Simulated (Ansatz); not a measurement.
Relaxation of AlH5OSSi (9 atoms, charge 0, multiplicity 1), to a largest force component of 0.015 eV/Å in at most 40 steps.

The calculation used RKS PBE0/6-31G* in Ansatz.

```xyz
9
Properties=species:S:1:pos:R:3
O 0.193 1.982 -0.431
Si 0.292 0.937 0.875
Al -0.584 -1.173 0.242
S 0.435 -2.270 -1.503
H 0.736 1.645 -1.162
H 1.712 0.825 1.246
H -0.440 1.455 2.028
H -1.736 -1.797 1.052
H 1.332 -2.828 -0.543
```

**Question.** Where does it end, and by what steps?

**Answer.** The run converged. After 13 steps the energy has fallen by 0.548 eV; H9 moved furthest, 0.99 Å.

```tsv
step	energy less start (eV)	largest force component (eV/Å)	accepted
0	0.0000	1.633	yes
1	-0.2178	0.542	yes
2	-0.2417	0.210	yes
3	-0.2821	0.150	yes
4	-0.3277	0.443	yes
5	-0.3768	0.998	yes
6	-0.4819	0.415	yes
7	-0.5294	0.264	yes
8	-0.5346	0.166	yes
9	-0.5439	0.165	yes
10	-0.5450	0.097	yes
11	-0.5468	0.056	yes
12	-0.5474	0.026	yes
13	-0.5475	0.015	yes
```

```xyz
9
Properties=species:S:1:pos:R:3
O 0.320 1.931 -0.428
Si 0.361 0.883 0.881
Al -0.661 -1.313 0.387
S 0.365 -2.743 -0.932
H 0.761 1.622 -1.227
H 1.761 0.693 1.386
H -0.395 1.591 1.950
H -2.066 -1.858 0.897
H 1.494 -2.029 -1.110
```

Whether the end is a true minimum wasn't checked by a vibrational analysis.

The run took 37 s on 1 thread of Intel(R) Xeon(R) 6975P-C (Granite Rapids) (shared host), peak memory 0.18 GiB.
